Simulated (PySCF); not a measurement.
Simulated Si 2p region for `C=N[SiH2]P`, binding energy against the vacuum level.

Every computed line was given a Gaussian of 0.8 eV full width at half maximum and an area set by the number of equivalent atoms (split 2:1 within a doublet); the highest printed point is 100. Method used: delta-SCF UKS SCAN, pcX-2 on the ionised atom, pcseg-1 elsewhere, spin-free X2C (PySCF).

(binding energy (eV), intensity): (105.8, 0), (105.9, 1), (106.0, 2), (106.1, 4), (106.2, 9), (106.3, 16), (106.4, 26), (106.5, 40), (106.6, 56), (106.7, 72), (106.8, 87), (106.9, 96), (107.0, 100), (107.1, 98), (107.2, 92), (107.3, 84), (107.4, 76), (107.5, 67), (107.6, 58), (107.7, 49), (107.8, 39), (107.9, 29), (108.0, 20), (108.1, 13), (108.2, 8), (108.3, 4), (108.4, 2), (108.5, 1), (108.6, 0), (108.7, 0)

Task: Count the maxima, the lines and the sites behind this envelope.

Result: The curve has 1 maximum (at 107.0 eV). Under it lie 2 lines from 1 inequivalent silicon site, drawn as a 2p3/2, 2p1/2 pair. At this width some lines have no maximum of their own.

Task: Decompose the envelope and assign each component. Numbering: `[CH2:1]=[N:2][SiH2:3][PH2:4]`.

Result: 
```csv
position (eV),relative area,line,atoms,environment
106.94,0.67,Si 2p3/2,Si3,SiH2 silicon
107.56,0.33,Si 2p1/2,Si3,SiH2 silicon
```

No satellites, vibrations or lifetime broadening are included. The 2p values add to the ΔSCF energy of one spin-free hole a correction within the shell (spin–orbit coupling, ligand field). 2p1/2 minus 2p3/2 (ligand field included): Si 0.62 eV. Geometry: PBE0-D3(BJ)/def2-SVP, one conformer, isolated molecule.

The values belong to the conformer `[CH2:1]=[N:2][SiH2:3][PH2:4]`: C1–N2–Si3–P4 121°, H–P4–Si3–N2 -75°, H–P4–Si3–N2 -168°.
